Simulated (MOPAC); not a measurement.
MOPAC input (PM3):

```
PM3 1SCF UHF MS=0.5 GEO-OK AUX(PRECISION=9) THREADS=1
CH2I

C    -1.30140524 1   -1.18480293 1    0.04320733 1
I     0.21068024 1    0.19180387 1   -0.00699469 1
H    -1.68009966 1   -1.49242257 1    1.00329335 1
H    -1.67752164 1   -1.56436514 1   -0.89181858 1
```

Output:

```
 *******************************************************************************
 **                                                                           **
 **                              MOPAC v23.2.5                                **
 **                                                                           **
 *******************************************************************************
 ** MOPAC's Digital Object Identifier: https://doi.org/10.5281/zenodo.6511958 **
 **                                                                           **
 ** Please cite the open-source release paper for use of this MOPAC version:  **
 ** J. E. Moussa and J. J. P. Stewart (2026)                                  **
 ** MOPAC: An open-source semiempirical molecular orbital program             **
 ** J. Open Source Softw., 11(119), 8025, https://doi.org/10.21105/joss.08025 **
 *******************************************************************************

                              PM3 CALCULATION RESULTS

 *******************************************************************************
 *  PM3        - The PM3 Hamiltonian to be used
 *  GEO-OK     - OVERRIDE INTERATOMIC DISTANCE AND OTHER SAFETY CHECKS
 *  UHF        - UNRESTRICTED HARTREE-FOCK CALCULATION
 *  MS=        - IN MECI, MAGNETIC COMPONENT OF SPIN =  0.5
 *  1SCF       - DO 1 SCF AND THEN STOP
 *  AUX        - OUTPUT AUXILIARY INFORMATION
 *******************************************************************************
PM3 1SCF UHF MS=0.5 GEO-OK AUX(PRECISION=9) THREADS=1
 CH2I

   ATOM   CHEMICAL          X               Y               Z
  NUMBER   SYMBOL      (ANGSTROMS)     (ANGSTROMS)     (ANGSTROMS)

     1       C         -1.30140524  *  -1.18480293  *   0.04320733  *
     2       I          0.21068024  *   0.19180387  *  -0.00699469  *
     3       H         -1.68009966  *  -1.49242257  *   1.00329335  *
     4       H         -1.67752164  *  -1.56436514  *  -0.89181858  *

          CARTESIAN COORDINATES

    NO.       ATOM           X           Y           Z

     1         C         -1.3014     -1.1848      0.0432
     2         I          0.2107      0.1918     -0.0070
     3         H         -1.6801     -1.4924      1.0033
     4         H         -1.6775     -1.5644     -0.8918

  H: (PM3): J. J. P. STEWART, J. COMP. CHEM. 10, 209 (1989).
  C: (PM3): J. J. P. STEWART, J. COMP. CHEM. 10, 209 (1989).
  I: (PM3): J. J. P. STEWART, J. COMP. CHEM. 10, 209 (1989).

           Empirical Formula: C H2 I  =     4 atoms

      MOLECULAR POINT GROUP   :   C2v

          UHF CALCULATION, NO. OF ALPHA ELECTRONS =    7
                           NO. OF BETA  ELECTRONS =    6

 -------------------------------------------------------------------------------
 PM3 1SCF UHF MS=0.5 GEO-OK AUX(PRECISION=9) THREADS=1
 CH2I

     1SCF WAS SPECIFIED, SO BFGS WAS NOT USED
     SCF FIELD WAS ACHIEVED

                              PM3 CALCULATION
                                                       MOPAC v23.2.5 Linux

          FINAL HEAT OF FORMATION =         49.00729 KCAL/MOL =     205.04650 KJ/MOL

          COSMO AREA              =         88.73 SQUARE ANGSTROMS
          COSMO VOLUME            =         73.03 CUBIC ANGSTROMS

          IONIZATION POTENTIAL    =          9.127261 EV
          ALPHA SOMO LUMO (EV)    =         -9.127 -0.975
          BETA  SOMO LUMO (EV)    =         -9.481 -0.009
          NO. OF ALPHA ELECTRONS  =          7
          NO. OF BETA  ELECTRONS  =          6
          MOLECULAR WEIGHT        =        140.9313         POINT GROUP:  C2v

          MOLECULAR DIMENSIONS (Angstroms)

            Atom       Atom       Distance
            H     3    I     2     2.72623
            H     4    I     2     1.77806
            H     3    C     1     0.00000

          SCF CALCULATIONS        =          1

   ATOM   CHEMICAL          X               Y               Z
  NUMBER   SYMBOL      (ANGSTROMS)     (ANGSTROMS)     (ANGSTROMS)

     1       C         -1.30140524  *  -1.18480293  *   0.04320733  *
     2       I          0.21068024  *   0.19180387  *  -0.00699469  *
     3       H         -1.68009966  *  -1.49242257  *   1.00329335  *
     4       H         -1.67752164  *  -1.56436514  *  -0.89181858  *

                             CARTESIAN COORDINATES

   1    C       -1.301405240    -1.184802930     0.043207330
   2    I        0.210680240     0.191803870    -0.006994690
   3    H       -1.680099660    -1.492422570     1.003293350
   4    H       -1.677521640    -1.564365140    -0.891818580

           Empirical Formula: C H2 I  =     4 atoms

      MOLECULAR POINT GROUP   :   C2v

          ALPHA EIGENVALUES
 -27.13039 -15.20761 -14.08714 -13.54794 -11.10856  -9.39439  -9.12726  -0.97469
   3.25277   4.18225

           BETA EIGENVALUES
 -25.42902 -14.80273 -14.40756 -12.86752  -9.74824  -9.48090  -0.00937   0.44974
   3.90117   4.64683

              NET ATOMIC CHARGES AND DIPOLE CONTRIBUTIONS

  ATOM NO.   TYPE          CHARGE      No. of ELECS.   s-Pop       p-Pop
    1          C          -0.184426        4.1844     1.28996     2.89447
    2          I          -0.020329        7.0203     1.98424     5.03609
    3          H           0.102378        0.8976     0.89762
    4          H           0.102378        0.8976     0.89762
 DIPOLE           X         Y         Z       TOTAL
 POINT-CHG.    -0.519    -0.472     0.017     0.702
 HYBRID        -0.071    -0.065     0.002     0.096
 SUM           -0.590    -0.537     0.020     0.798

          ATOMIC ORBITAL ELECTRON POPULATIONS

     Atom    s        px        py        pz
    1  C   1.28996   0.93078   0.94832   1.01536
    2  I   1.98424   1.47780   1.56149   1.99680
    3  H   0.89762
    4  H   0.89762

                    (SZ)    =    0.500000
                    (S**2)  =    0.783684

          ATOMIC ORBITAL SPIN POPULATIONS

    Atom   Total    s     px     py     pz
         Atomic
    1  C  1.2571  0.080  0.508  0.585  0.084
    2  I -0.1057 -0.009 -0.056 -0.041  0.000
    3  H -0.0757 -0.076
    4  H -0.0757 -0.076

 **********************
 *                    *
 * JOB ENDED NORMALLY *
 *                    *
 **********************

 == MOPAC DONE ==
```

The geometry given is a B3LYP-D3(BJ)/def2-TZVP minimum.
